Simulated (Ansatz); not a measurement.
C$_{2}$H$_{7}$AlSSi (`[AlH2][C@H]1C[Si@@H]1S`). The species carries charge 0 and has multiplicity 1.

```xyz
12

Al   -0.0567   -2.1250   -0.5937
C     0.4894   -0.6127    0.4442
C     1.2381    0.6388   -0.0542
Si   -0.5844    0.8418   -0.0550
S    -1.5878    1.8519    1.5114
H    -0.8171   -3.3152    0.1287
H     0.1605   -2.1024   -2.1681
H     0.4925   -0.7412    1.5263
H     1.8060    1.1800    0.6963
H     1.7589    0.5513   -1.0036
H    -1.3162    0.7789   -1.3395
H    -1.5833    3.0537    0.9071
```

Q: What are the harmonic wavenumbers in cm⁻¹ at PBE0-D4/def2-TZVP (Ansatz, finite differences of forces, unscaled)? (An estimate is asked.)

A: The calculation gave: 69, 118, 169, 180, 204, 237, 486, 491, 529, 586, 631, 640, 716, 741, 745, 770, 816, 874, 951, 990, 1071, 1218, 1430, 1911, 1925, 2248, 2694, 3123, 3136, 3206.

Q: Is this a minimum?

A: Yes, all 30 modes are real.

Q: Give the ideal-gas thermochemistry at 298.15 K and 1 bar (rigid rotor, harmonic oscillator; point group C1, symmetry number 1).

A: Zero-point energy 196.8 kJ/mol; H(298) − E = 221.3 kJ/mol; entropy 373.9 J/(mol·K), of which translation 168.4, rotation 117.8, vibration 87.7; G(298) − E = 109.8 kJ/mol. Modes under 100 cm⁻¹ are hindered rotations or soft bends, so the harmonic entropy is rough.
